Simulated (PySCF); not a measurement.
CH₁₃NSi₄, SMILES N[Si@@H](C[SiH3])[SiH2][SiH3]. Atoms are numbered in the order given.

```xyz
19

N      1.1763    -1.9903     0.8909
Si     0.2457    -0.5310     0.6870
C      1.2370     0.6740    -0.3598
Si     3.0733     0.5634     0.0454
Si    -1.8599    -0.7760    -0.3074
Si    -2.7208     1.3632    -0.6737
H      1.3493    -2.6031     0.1004
H      1.0771    -2.5288     1.7449
H      0.0601     0.0258     2.0611
H      0.8724     1.6998    -0.1771
H      1.0907     0.4723    -1.4351
H      3.6700    -0.6755    -0.5300
H      3.8036     1.7327    -0.5350
H      3.2854     0.5754     1.5223
H     -1.7185    -1.4658    -1.6302
H     -2.8085    -1.5742     0.5302
H     -1.8258     2.0948    -1.6209
H     -4.1010     1.3421    -1.2420
H     -2.7470     2.1191     0.6153
```

The structure is a stationary point at ωB97X-D3(BJ)/def2-SVP. The structure was generated by enumeration; whether it is a known compound was not checked. Other conformers were not sampled.

Computed with PBE0/pcSseg-1 (PySCF).

GIAO shieldings, no solvent; atoms listed in one row are averaged. δ = σ(ref) − σ: ¹⁵N against NH3 (σ = 267.4 ppm); ²⁹Si against TMS (σ = 352.7 ppm); ¹³C against TMS (σ = 186.3 ppm); ¹H against TMS (σ = 31.56 ppm), references at their B3LYP-D3(BJ)/def2-TZVP geometries, non-relativistic.

Computed chemical shifts:
```
nucleus          atoms  count  δ (ppm)
-------  -------------  -----  -------
¹⁵N                 N1      1     16.7
²⁹Si               Si2      1    -17.7
²⁹Si               Si4      1    -67.8
²⁹Si               Si6      1   -108.1
²⁹Si               Si5      1   -118.2
¹³C                 C3      1     -4.6
¹H                  H9      1     5.25
¹H       H12, H13, H14      3     4.31
¹H       H17, H18, H19      3     3.74
¹H                 H16      1     3.54
¹H                 H15      1     3.44
¹H                  H8      1     0.65
¹H                 H11      1     0.46
¹H                 H10      1     0.11
¹H                  H7      1     0.07
```
